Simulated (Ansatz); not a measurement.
```yaml
crystal:
  periodic: [false, false, false]
  atoms:
    - {symbol: C, position_ang: [-0.949682, 1.253330, -0.972832]}
    - {symbol: B, position_ang: [-0.229295, 0.082401, 0.562265]}
    - {symbol: C, position_ang: [0.896225, 0.718522, 1.061540]}
    - {symbol: P, position_ang: [0.203026, -1.947559, -0.326160]}
    - {symbol: H, position_ang: [-1.775062, 0.495251, -1.711954]}
    - {symbol: H, position_ang: [-1.205572, 1.872135, -0.758311]}
    - {symbol: H, position_ang: [-0.218568, 1.152631, -1.752234]}
    - {symbol: H, position_ang: [-1.554446, -0.458807, 0.916212]}
    - {symbol: H, position_ang: [1.791206, 0.976404, 0.435266]}
    - {symbol: H, position_ang: [1.480234, 0.017177, 1.855080]}
    - {symbol: H, position_ang: [0.786573, 1.621227, 1.571978]}
    - {symbol: H, position_ang: [0.426323, -2.388990, 0.883314]}
    - {symbol: H, position_ang: [1.236952, -1.814750, -0.767492]}
    - {symbol: H, position_ang: [-0.852205, -2.495522, -0.994614]}
basis:
  gaussian: {orbitals: cc-pVTZ}
hamiltonian: {xc: {name: BLYP}, dispersion: d3bjatm}
```

```sh
$ ansatz run in.yaml --threads 4 --pin off --events-out ev --progress --plain --max-ram 10444MiB
```

Output, abridged:

```
Functional definition: BLYP
1405 factors; their error is unknown
mean field evaluation 1: about -12161.8272 eV, gradient 1.1e2 eV
mean field evaluation 2: about -11934.2309 eV, gradient 2.1e2 eV
mean field evaluation 4: about -12187.5024 eV, gradient 2.6e1 eV
mean field evaluation 8: about -12189.4511 eV, gradient 4.2e-1 eV
mean field evaluation 16: about -12189.4183 eV, gradient 3.7e-4 eV
mean field -12189.41829167 eV, -447.9528599343 hartree, gradient 6.3e-5 eV, S^2 0.000000; 0 other end points of the search recorded, 0 dependent functions left out
reference -12189.41869448 eV, -447.9528747372 hartree; 21, 21 occupied and 243, 243 virtual orbitals, 1405 factors
Total energy: -12190.06148654 eV, -447.9764969100 hartree
```

Run time 2 s (4 threads of an Arm Neoverse V1 on a shared host); peak host memory 0.5 GiB.
